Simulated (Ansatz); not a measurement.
Steps of a relaxation of `CC[NH][SnH3]` with RKS PBE-D4/def2-SVP.

```sh
$ ansatz run in.yaml --threads 4 --pin off --events-out ev --progress --plain --max-ram 10444MiB
```

```yaml
crystal:
  periodic: [false, false, false]
  atoms:
    - {symbol: C, position_ang: [-0.359800, 1.989400, -0.106900]}
    - {symbol: C, position_ang: [-0.512100, 0.526300, 0.095700]}
    - {symbol: N, position_ang: [0.702400, -0.119600, -0.323300]}
    - {symbol: Sn, position_ang: [0.580600, -2.153800, -0.103200]}
    - {symbol: H, position_ang: [-1.363500, 2.510300, 0.152200]}
    - {symbol: H, position_ang: [-0.203500, 2.269800, -1.189400]}
    - {symbol: H, position_ang: [0.434600, 2.459900, 0.508700]}
    - {symbol: H, position_ang: [-0.679700, 0.341500, 1.163500]}
    - {symbol: H, position_ang: [-1.347600, 0.157700, -0.473300]}
    - {symbol: H, position_ang: [1.487900, 0.161400, 0.386400]}
    - {symbol: H, position_ang: [1.993400, -2.964800, -0.505400]}
    - {symbol: H, position_ang: [-0.759200, -2.707000, -1.136400]}
    - {symbol: H, position_ang: [0.046800, -2.505800, 1.546100]}
basis:
  gaussian: {orbitals: def2-SVP}
hamiltonian: {xc: pbe, dispersion: d4}
relax: {f_tol: 0.03, max_steps: 200}
```

Positions (Å) and forces (eV/Å) along the path, 8 of 8 steps:

```xyz
13
step=1 energy=-9533.1102 eV
C    -0.360    1.989   -0.107   -1.894    2.286   -0.628
C    -0.512    0.526    0.096    1.038    0.408    0.722
N     0.702   -0.120   -0.323    2.564   -0.119    0.802
Sn    0.581   -2.154   -0.103   -1.342   -0.843    0.130
H    -1.363    2.510    0.152    1.180   -0.419   -0.056
H    -0.203    2.270   -1.189    0.205   -0.324    0.557
H     0.435    2.460    0.509    0.019   -0.110   -0.015
H    -0.680    0.342    1.163   -0.709   -0.105    0.663
H    -1.348    0.158   -0.473   -0.949   -0.502   -0.576
H     1.488    0.161    0.386   -1.369   -0.306   -1.493
H     1.993   -2.965   -0.505    0.622   -0.202   -0.145
H    -0.759   -2.707   -1.136    0.462    0.235    0.240
H     0.047   -2.506    1.546    0.172    0.000   -0.200
13
step=2 energy=-9533.4367 eV
C    -0.385    2.048   -0.118   -0.395    0.847   -0.340
C    -0.524    0.564    0.131    0.280   -0.300    0.227
N     0.665   -0.186   -0.291    1.015    0.392    0.641
Sn    0.513   -2.264   -0.070    0.557    0.289    0.094
H    -1.334    2.599    0.146    0.450   -0.309   -0.085
H    -0.165    2.265   -1.193   -0.002   -0.111    0.265
H     0.426    2.499    0.489    0.074   -0.019    0.029
H    -0.778    0.410    1.206   -0.161   -0.004    0.149
H    -1.383    0.189   -0.446   -0.336   -0.181   -0.182
H     1.498    0.180    0.266   -0.915   -0.516   -0.703
H     2.053   -2.980   -0.480   -0.207    0.150    0.034
H    -0.687   -2.690   -1.200   -0.255   -0.144   -0.125
H     0.121   -2.668    1.574   -0.105   -0.095   -0.003
13
step=3 energy=-9533.4933 eV
C    -0.383    2.059   -0.125    0.044    0.202   -0.084
C    -0.522    0.568    0.145    0.013   -0.189   -0.018
N     0.672   -0.181   -0.282    0.194    0.184    0.412
Sn    0.528   -2.253   -0.062    0.207    0.109    0.001
H    -1.313    2.606    0.135    0.004   -0.036   -0.002
H    -0.153    2.252   -1.194   -0.005   -0.043    0.034
H     0.435    2.508    0.478    0.031   -0.027    0.011
H    -0.797    0.423    1.224    0.018    0.012   -0.038
H    -1.389    0.178   -0.436   -0.009   -0.009    0.012
H     1.500    0.181    0.240   -0.355   -0.221   -0.273
H     2.077   -2.902   -0.493   -0.099    0.041    0.035
H    -0.702   -2.729   -1.161   -0.071   -0.032   -0.095
H     0.066   -2.744    1.546    0.028    0.010    0.005
13
step=4 energy=-9533.4609 eV rejected
C    -0.371    2.051   -0.141   -0.216    0.131   -0.021
C    -0.563    0.577    0.189    0.687   -0.079    0.220
N     0.629   -0.197   -0.160   -0.211   -0.187   -0.486
Sn    0.530   -2.234   -0.063    0.045   -0.338    0.005
H    -1.286    2.627    0.112    0.030    0.050   -0.016
H    -0.155    2.193   -1.220    0.025   -0.025    0.018
H     0.469    2.490    0.438    0.001   -0.038   -0.001
H    -0.842    0.470    1.268   -0.108    0.110    0.053
H    -1.419    0.163   -0.387   -0.033    0.020   -0.046
H     1.534    0.145    0.167   -0.104    0.426    0.269
H     2.093   -2.846   -0.487   -0.030    0.044    0.027
H    -0.658   -2.690   -1.222   -0.077   -0.056   -0.042
H     0.059   -2.783    1.519   -0.010   -0.058    0.020
13
step=5 energy=-9533.5061 eV
C    -0.375    2.065   -0.138    0.056   -0.009   -0.011
C    -0.544    0.579    0.176    0.055   -0.131   -0.043
N     0.638   -0.191   -0.228   -0.066    0.041    0.011
Sn    0.537   -2.259   -0.075   -0.085    0.047    0.032
H    -1.292    2.634    0.113   -0.029    0.016    0.006
H    -0.144    2.216   -1.211   -0.003   -0.010    0.001
H     0.459    2.504    0.452   -0.003   -0.011   -0.007
H    -0.823    0.468    1.258    0.022    0.010   -0.025
H    -1.415    0.183   -0.397    0.018    0.029    0.034
H     1.482    0.169    0.237   -0.027    0.007    0.017
H     2.092   -2.877   -0.494    0.025    0.024   -0.017
H    -0.681   -2.743   -1.204    0.034    0.011    0.018
H     0.086   -2.783    1.526    0.002   -0.021   -0.016
13
step=6 energy=-9533.5073 eV
C    -0.369    2.056   -0.163   -0.068    0.060   -0.013
C    -0.544    0.581    0.193    0.038    0.057    0.065
N     0.641   -0.189   -0.178   -0.047   -0.040    0.019
Sn    0.525   -2.254   -0.073    0.060   -0.020   -0.010
H    -1.262    2.646    0.133    0.009    0.001   -0.032
H    -0.206    2.177   -1.253    0.024    0.014    0.015
H     0.505    2.497    0.363   -0.017   -0.041   -0.007
H    -0.827    0.505    1.277    0.021   -0.017   -0.018
H    -1.413    0.170   -0.369   -0.023    0.008   -0.006
H     1.465    0.159    0.331    0.011   -0.010   -0.012
H     2.097   -2.816   -0.509    0.014   -0.024    0.007
H    -0.664   -2.714   -1.237   -0.016    0.011   -0.002
H     0.072   -2.853    1.500   -0.004   -0.002   -0.005
13
step=7 energy=-9533.5101 eV
C    -0.372    2.058   -0.168   -0.002    0.007    0.011
C    -0.545    0.587    0.210   -0.030   -0.004    0.000
N     0.629   -0.195   -0.169    0.010    0.031    0.006
Sn    0.530   -2.259   -0.080   -0.008   -0.028    0.004
H    -1.275    2.648    0.091   -0.001    0.004   -0.010
H    -0.173    2.163   -1.253   -0.001   -0.004   -0.001
H     0.485    2.508    0.377    0.005    0.002    0.004
H    -0.814    0.523    1.297    0.013    0.001   -0.012
H    -1.425    0.176   -0.336   -0.004   -0.003    0.003
H     1.466    0.158    0.316    0.013   -0.006   -0.003
H     2.104   -2.822   -0.511    0.001    0.002   -0.001
H    -0.663   -2.708   -1.245    0.003    0.001    0.001
H     0.073   -2.873    1.487    0.001   -0.003   -0.002
13
step=8 energy=-9533.5103 eV
C    -0.372    2.059   -0.169   -0.002    0.003    0.002
C    -0.546    0.589    0.214    0.005    0.002    0.004
N     0.629   -0.194   -0.164   -0.006   -0.020   -0.009
Sn    0.529   -2.262   -0.080    0.002    0.023    0.001
H    -1.278    2.649    0.079    0.000    0.002   -0.003
H    -0.168    2.158   -1.254    0.001   -0.002    0.001
H     0.481    2.513    0.378   -0.001   -0.003   -0.001
H    -0.809    0.528    1.302   -0.001    0.001    0.001
H    -1.427    0.175   -0.328   -0.003   -0.003   -0.001
H     1.467    0.158    0.316    0.005   -0.002    0.005
H     2.104   -2.818   -0.513    0.001   -0.001   -0.001
H    -0.663   -2.707   -1.248    0.000    0.001    0.000
H     0.072   -2.882    1.483   -0.001   -0.002    0.001
```

Run time 13 s (4 threads of an Arm Neoverse V2 on a shared host); peak host memory 0.17 GiB.
